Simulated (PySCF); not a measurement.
PySCF input for C₃H₇NSi, SMILES C1([SiH3])=NCC1, SMD-M06-2X/def2-SVP. Geometry: PBE0-D3(BJ)/def2-SVP. This is a generated structure with no PubChem entry under its InChIKey; it may be hypothetical.

```python
import numpy as np
from pyscf import gto, scf, dft
from pyscf.solvent import smd

mol = gto.M(
    atom='''
    Si   -0.00300968    1.83393106   -0.00000000
    C     0.01501240   -0.05398174    0.00000000
    N     1.06436134   -0.80960018   -0.00000000
    C     0.22863540   -2.02577455   -0.00000000
    C    -1.03697845   -1.13900613    0.00000000
    H    -0.73374588    2.32249732   -1.20960137
    H     1.39555299    2.34606340   -0.00000000
    H    -0.73374587    2.32249732    1.20960137
    H     0.38752604   -2.65109078    0.89360935
    H     0.38752604   -2.65109077   -0.89360935
    H    -1.67576165   -1.19206779    0.89590753
    H    -1.67576166   -1.19206778   -0.89590754
    ''',
    basis='def2-SVP',
    charge=0,
    spin=0,
    max_memory=1600,
    verbose=3,
)
mf = dft.RKS(mol, xc='m06-2x').density_fit(auxbasis='def2-universal-jkfit')
mf.grids.level = 4
mf.conv_tol = 1e-9
mf.max_cycle = 100
mf.kernel()
res = {}
for name in ['water', 'n-hexane', 'chlorobenzene']:
    s = mf.SMD()
    s.with_solvent.solvent, s.with_solvent.sasa_ng = name, 194
    s.kernel(mf.make_rdm1())
    res[name] = (s.e_tot, s.with_solvent.get_cds(), s.dip_moment(), s.mo_energy, s.converged)
    print(f'SMD {name}: dG(solv) = {(s.e_tot - mf.e_tot) * 627.509474:.3f} kcal/mol, of which CDS {res[name][1] * 627.509474:.3f}')
```

Program output:

```
converged SCF energy = -462.381861007774
converged SCF energy = -462.389401643633
Dipole moment(X, Y, Z, Debye): -2.78635, -0.76226,  0.00000
SMD water: dG(solv) = -4.732 kcal/mol, of which CDS -0.380
converged SCF energy = -462.386244576767
Dipole moment(X, Y, Z, Debye): -2.24964, -0.66767,  0.00000
SMD n-hexane: dG(solv) = -2.751 kcal/mol, of which CDS -1.228
converged SCF energy = -462.388283623059
Dipole moment(X, Y, Z, Debye): -2.56347, -0.72980,  0.00000
SMD chlorobenzene: dG(solv) = -4.030 kcal/mol, of which CDS -0.771
```

Self-consistency was reached.
